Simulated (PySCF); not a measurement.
Numbering as in the mapped SMILES `[F:1][c:2]1[cH:3][cH:4][cH:5][cH:6][c:7]1[Br:8]`; H(Xn) means a hydrogen on atom n.

All values are calculated (PySCF): shieldings: GIAO PBE0/pcSseg-1, structure optimised with PBE0-D3(BJ)/def2-SVP. One conformer, non-relativistic Hamiltonian, isolated molecule.

δ = σ(ref) − σ, references computed at the same level: TMS for 13C and 1H; 19F against CFCl3; 79Br vs HBr.

```csv
atoms,nucleus,count,δ (ppm)
H(C3),1H,1,?
C6,13C,1,140.3
C7,13C,1,128.6
H(C5),1H,1,7.18
C2,13C,1,167.7
F1,19F,1,-102.9
H(C6),1H,1,7.64
C3,13C,1,121.6
C4,13C,1,133.9
H(C4),1H,1,?
Br8,79Br,1,?
C5,13C,1,?
```

**Question.** Estimate the values marked ?.

**Answer.** 
- C5: 129.2 ppm, aromatic CH; the aromatic region
- H(C4): 7.34 ppm, hydrogen on an aromatic CH; the ring current deshields protons in the ring plane
- H(C3): 7.21 ppm, hydrogen on an aromatic CH; it sits in the deshielding region of the aromatic ring current
- Br8: 451 ppm, bromine bonded to C

The calculation has no spin–orbit term, so carbons bonded to Br come out too deshielded (the heavy-atom effect is absent). Shifts are as computed. Against solution values, carbons near 30 ppm lie about +2 ppm off and those near 130 ppm about +5 ppm; carbons on Br a further +13 ppm. Of 1211 compounds with measured shifts, 218 miss one by over three times the rms of a fit or turn the order of signals round; such compounds aren't used in these exercises. Unscaled 19F shifts against computed CFCl3 carry errors that often reach 10 to 50 ppm.
